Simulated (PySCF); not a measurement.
**How the method moves the HOMO and LUMO of `BC(=C)Cl`**

C2H4BCl.
Z-matrix (Å and degrees, PBE0-D3(BJ)/def2-SVP geometry), rows numbered from 1:
```
B 
C   1  1.5436
C   2  1.3244  1  146.81
Cl  2  1.7861  1   90.66  3   179.88
H   1  1.2067  2  119.40  3    91.88
H   1  1.2065  2  119.47  3   -91.39
H   3  1.0930  2  118.88  1    -0.10
H   3  1.0921  2  122.58  1   179.94
```

Basis pcSseg-2 throughout (PySCF), one geometry. Geometry: PBE0-D3(BJ)/def2-SVP; no solvent, vibrations or thermal averaging.

Problem. How do the orbital energies, the gap and the dipole change with the method?

Solution. 
```
   method                    kind  HOMO (eV)  LUMO (eV)  gap (eV)  μ (D)  SCF cycles
     BLYP                     GGA      -6.41      -2.28      4.12   1.14          15
    B97-D                     GGA      -6.51      -2.22      4.29   1.18          15
     OPBE                     GGA      -6.56      -2.28      4.27   1.15          15
      KT2                     GGA      -6.56      -2.45      4.12   1.18          15
      PBE                     GGA      -6.57      -2.44      4.12   1.14          15
      KT3                     GGA      -6.59      -2.37      4.22   1.19          15
     BP86                     GGA      -6.65      -2.48      4.17   1.15          15
      LDA                     LDA      -6.72      -2.73      3.99   1.12          14
    B97-2           global hybrid      -7.47      -1.40      6.07   1.25          14
    B3LYP           global hybrid      -7.49      -1.65      5.85   1.23          14
     PBE0           global hybrid      -7.72      -1.43      6.30   1.24          14
 mPW1PW91           global hybrid      -7.74      -1.42      6.32   1.25          14
BHandHLYP           global hybrid      -8.72      -0.39      8.34   1.37          12
CAM-B3LYP  range-separated hybrid      -9.05      -0.35      8.70   1.29          12
  wB97X-D  range-separated hybrid      -9.56       0.47     10.03   1.30          13
       HF            Hartree–Fock     -10.24       1.91     12.15   1.57          10
  LC-wPBE  range-separated hybrid     -10.45       0.85     11.30   1.32          13
```

The HOMO spans 4.04 eV, from BLYP down to LC-wPBE, and the gap runs from 3.99 eV (LDA) to 12.15 eV (HF). Over the methods BLYP (0 %), B97-D (0 %), OPBE (0 %), KT2 (0 %), PBE (0 %), KT3 (0 %), BP86 (0 %), LDA (0 %), B97-2 (21 %), B3LYP (20 %), PBE0 (25 %), mPW1PW91 (25 %), BHandHLYP (50 %), HF (100 %), a straight line through the gap against the share of exact exchange rises by 0.81 eV for each 10 % (correlation coefficient 0.999). The dipole ranges from 1.12 D (LDA) to 1.57 D (HF). This basis has no diffuse functions.
